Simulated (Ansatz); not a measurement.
Mulliken charges of `F[CH2][GeH]1[O][SiH2]1` from PBE/def2-TZVPP in Ansatz (PBE0-D4/def2-TZVP geometry).

```json
{"atom": "F1", "x (Å)": "-1.215", "y (Å)": "1.089", "z (Å)": "2.247", "charge (e)": "-0.191"}
{"atom": "C2", "x (Å)": "-0.282", "y (Å)": "1.229", "z (Å)": "1.237", "charge (e)": "-0.017"}
{"atom": "Ge3", "x (Å)": "0.221", "y (Å)": "-0.527", "z (Å)": "0.495", "charge (e)": "0.244"}
{"atom": "O4", "x (Å)": "-0.934", "y (Å)": "-0.917", "z (Å)": "-0.952", "charge (e)": "-0.425"}
{"atom": "Si5", "x (Å)": "0.529", "y (Å)": "-0.894", "z (Å)": "-1.714", "charge (e)": "0.292"}
{"atom": "H6", "x (Å)": "-0.715", "y (Å)": "1.833", "z (Å)": "0.435", "charge (e)": "0.105"}
{"atom": "H7", "x (Å)": "0.593", "y (Å)": "1.746", "z (Å)": "1.642", "charge (e)": "0.097"}
{"atom": "H8", "x (Å)": "0.084", "y (Å)": "-1.635", "z (Å)": "1.551", "charge (e)": "0.010"}
{"atom": "H9", "x (Å)": "1.036", "y (Å)": "-2.180", "z (Å)": "-2.254", "charge (e)": "-0.056"}
{"atom": "H10", "x (Å)": "0.765", "y (Å)": "0.205", "z (Å)": "-2.684", "charge (e)": "-0.059"}
```

Problem. By hand: the dipole of these point charges (1 e Å = 4.8032 D).

Solution. Σ q r = (0.722, 0.227, 0.080) e Å, of length 0.761 e Å = 3.66 D.

Problem. How does the dipole of the full density compare? (Estimate.)

Solution. The calculation gave: (0.471, 0.147, -0.109) e Å, 2.43 D; the point charges give 1.51 times that, at 18° from its direction.

Point charges leave out the atoms' own dipoles, such as those of lone pairs, and Mulliken's split depends on the basis, so the two needn't agree.
